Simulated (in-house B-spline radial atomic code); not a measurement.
# The ruthenium ion Ru²⁺: [Ar] 3d10 4s2 4p5 4d6 8g1 (an excited or competing configuration)

Computed with a B-spline radial code for spherical atoms: Dirac-Hartree-Fock, average of configuration, Fermi nucleus of rms radius 4.4809 fm.

Z_r = [3n² - l(l+1)]/(2<r>); Z_e = n√(-2ε); the last column is Slater's effective charge. Values are occupation-weighted means over j. An effective charge above Z reflects the relativistic contraction of the inner shells.

| shell | electrons | ε (eV) | <r> (bohr) | Z_r | Z_e | Slater |
| --- | --- | --- | --- | --- | --- | --- |
| 1s | 2 | -22290 | 0.03343 | 44.87 | 40.48 | 43.70 |
| 2s | 2 | -3316.6 | 0.145 | 41.37 | 31.23 | 39.85 |
| 2p | 6 | -2969.5 | 0.1269 | 39.42 | 29.55 | 39.85 |
| 3s | 2 | -649.45 | 0.3999 | 33.76 | 20.73 | 32.75 |
| 3p | 6 | -531.93 | 0.401 | 31.17 | 18.76 | 32.75 |
| 3d | 10 | -342.52 | 0.3828 | 27.43 | 15.05 | 22.85 |
| 4s | 2 | -128.01 | 1.014 | 23.68 | 12.27 | 16.60 |
| 4p | 5 | -93.72 | 1.107 | 20.78 | 10.50 | 16.60 |
| 4d | 6 | -43.465 | 1.42 | 14.79 | 7.15 | 7.25 |
| 8g | 1 | -1.9147 | 28.63 | 3.00 | 3.00 | - |

The least bound orbital is 8g7/2 at -1.915 eV, and it is also the most diffuse (<r> = 28.64 bohr).

Spin-orbit splittings of the orbital energies (j = l + 1/2 above j = l - 1/2 when positive): 2p 131.7 eV, 3p 23.14 eV, 3d 4.446 eV, 4p 3.672 eV, 4d 0.4256 eV, 8g -1.336e-05 eV.

For the 1s electron the small component carries 2.58 % of the norm, the zero-frequency Breit interaction raises the level by 44.9 eV, self-energy by 24.78 eV, and vacuum polarisation lowers it by 2.96 eV.
